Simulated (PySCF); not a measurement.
Simulated absorption spectrum

Compound: C7H9N.
Z-matrix (Å and degrees, GFN2-xTB geometry), rows numbered from 1:
```
C 
C   1  1.4997
C   2  1.3896  1  120.64
C   3  1.3838  2  120.14  1   179.10
C   4  1.3806  3  120.63  2    -0.07
C   5  1.3943  4  120.05  3     0.00
N   6  1.3830  5  120.63  4  -176.44
C   2  1.3852  1  120.27  3   179.22
H   1  1.0907  2  109.96  3   -91.08
H   1  1.0875  2  110.87  3    28.28
H   1  1.0878  2  110.97  3   149.53
H   3  1.0800  2  119.78  1    -1.01
H   4  1.0805  3  119.82  2   179.62
H   5  1.0807  4  120.54  3  -179.97
H   7  1.0074  6  116.05  5   -22.28
H   7  1.0075  6  116.07  5  -160.87
H   8  1.0818  2  119.74  1     0.99
```

Computed with PySCF, TDDFT PBE0/def2-SVPD, vertical, gas phase, core orbitals frozen in the response.

Each state is given a Gaussian of 0.25 eV full width at half maximum, with ε(max) = 2.175×10⁸ f / Δν̃ (Δν̃ the width in cm⁻¹). The width is an assumption, not a result. The curve ends short of the highest state used, and states not computed would add to its high-energy end.

```csv
E (eV),ε (L mol⁻¹ cm⁻¹)
4.45,8
4.52,70
4.59,375
4.67,1499
4.74,3163
4.81,4320
4.88,3820
4.95,2187
5.03,680
5.10,167
5.17,118
5.24,450
5.31,1392
5.39,3314
5.46,5553
5.53,8323
5.60,10658
5.67,10193
5.75,6062
5.82,2458
5.89,652
5.96,128
6.03,68
6.10,154
```

**Question.** Where are the band maxima, and which computed states make them?

**Answer.** 257 nm (4.83 eV), ε about 4400, made up of S1 (100%); 220 nm (5.63 eV), ε about 11000, made up of S3 (93%) (ε in L mol⁻¹ cm⁻¹; maxima over ε = 5, shares over 10%). At its high-energy end, 6.10 eV, the curve is still rising (ε about 150, from S4, S5 and S6). The states used: S1 4.83 eV (f 0.040); S2 5.45 eV (f 0.029); S3 5.64 eV (f 0.095); S4 6.10 eV (f 0.0002); S5 6.24 eV (f 0.0026); S6 6.50 eV (f 0.212); S7 6.65 eV (f 0.458); S8 6.70 eV (f 0.147).

**Question.** What would ε be at 5.63 eV, the highest of these maxima, with half the width (0.125 eV)?

**Answer.** About 20000 L mol⁻¹ cm⁻¹ against 10900, a factor of about 1.8; a lone state at its own centre would give exactly 2.

**Question.** On this curve, what absorbance would a 10⁻⁵ mol/L sample give at 254 nm over a 1 cm path?

**Answer.** 254 nm is 4.881 eV, where ε is about 3800 L mol⁻¹ cm⁻¹, so A = ε c l ≈ 0.038 (Beer–Lambert, with the gas-phase spectrum and the assumed width).

**Question.** Coming from long wavelengths, where does ε first pass 100 L mol⁻¹ cm⁻¹?

**Answer.** At about 273 nm (4.53 eV), 0.29 eV below S1.
